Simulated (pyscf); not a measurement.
## H₃Si–Te–SiH₃, singlet

Gas-phase minimum from PySCF at ωB97X-D3(BJ)/def2-SVP, one conformer. 

```xyz
9

Si    -0.9214    -0.6953     0.3478
Te     1.3303     0.2491    -0.0651
Si     0.5071     1.3197    -2.1408
H     -0.8462    -1.4860     1.6064
H     -1.3291    -1.5748    -0.7838
H     -1.9236     0.3979     0.4915
H      1.6492     2.0637    -2.7385
H     -0.6076     2.2589    -1.8315
H      0.0146     0.2879    -3.0963
```

Bond lengths (Å): Si1–Te2 2.476, Si1–H4 1.488, Si1–H5 1.490, Si1–H6 1.490, Te2–Si3 2.476, Si3–H7 1.488, Si3–H8 1.490, Si3–H9 1.490. Angles (°): Te2–Si1–H4 107.3, Te2–Si1–H5 110.3, Te2–Si1–H6 110.4, H4–Si1–H5 110.0, H4–Si1–H6 110.0, H5–Si1–H6 108.8, Si1–Te2–Si3 90.1, Te2–Si3–H7 107.3, Te2–Si3–H8 110.3, Te2–Si3–H9 110.4, H7–Si3–H8 110.0, H7–Si3–H9 110.0, H8–Si3–H9 108.8.

Properties at ωB97X-D3(BJ)/def2-SVP:

| Property | Value |
|---|---|
| Harmonic wavenumbers, unscaled | 55, 84, 96, 366, 367, 543, 577, 583, 613, 890, 930, 943, 943, 961, 971, 2252, 2257, 2258, 2262, 2274, 2275 cm⁻¹ |
| Zero-point energy | 32.2 kcal/mol |
| Rotational symmetry number | 2 |
| Entropy of this conformer at 298 K and 1 atm, rigid rotor and harmonic oscillator, modes under 100 cm⁻¹ raised to 100 | 347.7 J/(mol K) |
| Dipole moment | 0.73 D |

Single-point totals, which compare only within one level (frozen core for MP2 and CC):

| level | total energy (hartree) |
|---|---|
| ωB97X-D3(BJ)/def2-TZVP | -850.81943 |
| PBE/def2-TZVP | -850.33829 |
| r²SCAN/def2-TZVP | -850.70909 |
| B3LYP-D3(BJ)/def2-TZVP | -850.81562 |
| PBE0-D3(BJ)/def2-TZVP | -850.43112 |
| M06-2X/def2-TZVP | -850.52335 |
| ωB97M-D3(BJ)/def2-TZVP | -850.80589 |
| HF/def2-TZVPP | -848.41458 |
| MP2/def2-TZVPP | -849.14099 |
| CCSD/def2-TZVPP | -849.16046 |
| CCSD(T)/def2-TZVPP | -849.18193 |

Soft torsions are taken as harmonic, which can shift the entropy by several J/(mol K). The CCSD(T) − MP2 part came from Ansatz, without density fitting, on the same reference. The frozen core leaves the outer d or s,p core shells of the metals and heavy elements correlated in the MP2 and CC values, and def2-TZVPP describes them poorly, so these totals are far from the basis limit. Elements past Kr carry the def2 core potentials, without spin-orbit coupling.
